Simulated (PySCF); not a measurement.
# Computed properties of tert-butylthiol (C4H10S), SMILES C(C)(S)(C)C

tert-butylthiol (C₄H₁₀S), SMILES CC(C)(S)C. The structure is a stationary point at PBE0-D3(BJ)/def2-SVP. Other conformers were not sampled. All values are computed for the isolated molecule unless a solvent is named; none is compared with measurement here.

**Structure.** The optimised structure has Cs symmetry. All 39 harmonic modes at PBE0-D3(BJ)/def2-SVP (PySCF) are real, so it is a minimum. With heavy atoms numbered as in [CH3:1][C:2]([CH3:3])([CH3:4])[SH:5], the shortest bond between them is C2–C3 at 1.525 Å and the longest C2–S5 at 1.848 Å.

**Vibrations.** The strongest infrared lines (harmonic, unscaled, degenerate partners summed) lie at 1193 cm⁻¹ (39 km/mol, C 57 %, H 43 %), 3138 cm⁻¹ (33 km/mol, H 91 %, C 9 %), 3046 cm⁻¹ (27 km/mol, H 97 %). The softest mode is at 210 cm⁻¹ and the zero-point energy is 82.2 kcal/mol.

**Electronic structure.** B3LYP/def2-TZVP (PySCF) places the frontier levels at -6.46 and 0.11 eV, a gap of 6.57 eV, and gives a dipole moment of 1.63 D and a mean polarisability of 69.7 bohr³. PBE/def2-TZVP (PySCF) at the same geometry gives -5.45 and -0.54 eV, so its gap is 1.66 eV narrower. An orbital gap is neither the optical nor the fundamental gap.

**Excitations.** TDA-M06-2X/def2-SVPD (PySCF) has S1 at 5.35 eV (232 nm, f = 0.003, weak); the most intense of the 10 singlets computed lies at 8.51 eV (f = 0.20). T1 (TDA) is at 4.97 eV, 0.38 eV under S1. TDA-PBE/def2-SVPD (PySCF) puts S1 at 5.04 eV. No vertical singlet excitation falls in the visible range (under 3.1 eV).

**NMR.** GIAO shifts at KT2/pcSseg-1 (PySCF) (non-relativistic, atoms alike by connectivity averaged): ¹³C from 38.8 to 49.7 ppm against TMS; ¹H from 1.8 to 2.1 ppm against TMS.
